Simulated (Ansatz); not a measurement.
C5H6F2 can be A, `FC1=CC(F)CC1`, or B, `FC1=CCCC1F`.

Program: Ansatz. Geometries: PBE0-D4/def2-TZVP. ΔE: electronic, gas phase. CCSD(T)/CBS adds triple-zeta CCSD(T) − MP2 to the extrapolated MP2 energy (def2 sets, frozen cores). DFT in def2-TZVPP.

(1) Which isomer does CCSD(T)/CBS put lower? Give the gap. (Estimate.)

(2) Give E(B) − E(A) in kJ/mol with CCSD/def2-TZVPP, CCSD(T)/def2-TZVPP, r2SCAN-D4, HF/def2-TZVPP, LDA (SPW92), ωB97M-V, PBE0-D4. (Estimate.)

(3) Does the order hold for the free energy at 298.15 K (harmonic terms from PBE0-D4)? (Best estimate.)

Largest T1 diagnostic: 0.011.

Answers

(1) Ansatz gave: A, by 11.4 kJ/mol.

(2) Computed: CCSD/def2-TZVPP 11.0, CCSD(T)/def2-TZVPP 11.0, r2SCAN-D4 12.8, HF/def2-TZVPP 12.3, LDA (SPW92) 12.7, ωB97M-V 12.0, PBE0-D4 11.9. None reverses the order clearly.

(3) Ansatz gave: Yes: G(B) − G(A) = +11.2 kJ/mol.

Leaving LDA and LC-ωPBE aside and taking each functional with its dispersion term where it has one, the values, not all of them listed here, spread over 1.7 kJ/mol, from BLYP-D4 to r2SCAN0-D4.
